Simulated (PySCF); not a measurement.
# Low-lying terms of Tl⁺ (thallium, charge +1)

Ground state [Xe] 4f14 5d10 6s2, ¹S. Computed with PySCF 2.14 in x2c-SVPall with two added diffuse shells each of s, p type (9s9p4d2f, 70 functions), with scalar relativity by spin-free X2C-1e. Vertical excitation energies in eV without spin-orbit coupling; excited terms of each kind are numbered among those the solver found. Frozen: [Xe] 4f14.

```tsv
term	leading excitation	EOM-EE-CCSD
1 3P°	6s → p	7.219
1 1P°	6s → p	9.493
1 3S	6s → s	12.727
1 1S	6s → s	13.106
2 3P°	6s → p	14.869
2 1P°	6s → p	15.089
2 3S	6s → s	16.269
1 3F°	5d → p	16.311
2 1S	6s → s	16.367
1 1F°	5d → p	16.681
1 3D	6s → d	18.169
1 1D	6s → d	20.397
2 3D	5d → s	22.242
2 1D	5d → s	22.347
```

The spin-orbit splitting of the hole, absent here, rivals or exceeds the spacing of these terms, so the LS terms are model states.

Only the lower part of the computed list is shown. Doubly excited terms such as np² are absent. The solver can miss terms. Rydberg members are limited by the diffuse functions of the basis.
